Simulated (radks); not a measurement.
Effect of the nuclear size on the lanthanum ion La3+, [Xe]. Calculated with a radial shooting solver on a logarithmic mesh with Libxc functionals: Dirac Kohn-Sham, PBE, spin-unpolarised, spherical densities, finite nucleus; Fermi nuclear charge, rms radius 4.855 fm. The rms radius is varied about that value; shifts are against it.

| rms radius (fm) | total energy shift (eV) | density at nucleus (e/bohr^3) | 1s1/2 shift (meV) | 2s1/2 shift (meV) | 4p1/2 shift (meV) | 5s1/2 shift (meV) | 5p1/2 shift (meV) | 5p3/2 shift (meV) | 6s1/2 (empty) shift (meV) |
|---|---|---|---|---|---|---|---|---|---|
| 4.3355 | -1.89 | 3.597e+05 | -788 | -95.5 | 0.288 | -0.742 | 0.072 | 0.089 | -0.159 |
| 4.3792 | -1.74 | 3.59e+05 | -724 | -87.8 | 0.265 | -0.683 | 0.066 | 0.082 | -0.147 |
| 4.855 | 0 | 3.517e+05 | 0.000 | 0.000 | 0.000 | 0.000 | 0.000 | 0.000 | 0.000 |
| 5.0249 | 0.657 | 3.493e+05 | 273 | 33.1 | -0.100 | 0.257 | -0.025 | -0.031 | 0.055 |
| 5.8794 | 4.23 | 3.384e+05 | 1760 | 213 | -0.642 | 1.66 | -0.161 | -0.198 | 0.356 |

Slopes of the eigenvalues against <r^2> in GHz/fm^2, as finite differences over the two radii next to the reference (eigenvalue slopes, not the field-shift constants of lines): 1s1/2 39700, 2s1/2 4820, 4p1/2 -14.5, 5s1/2 37.4, 5p1/2 -3.64, 5p3/2 -4.48, 6s1/2 (empty) 8.04.
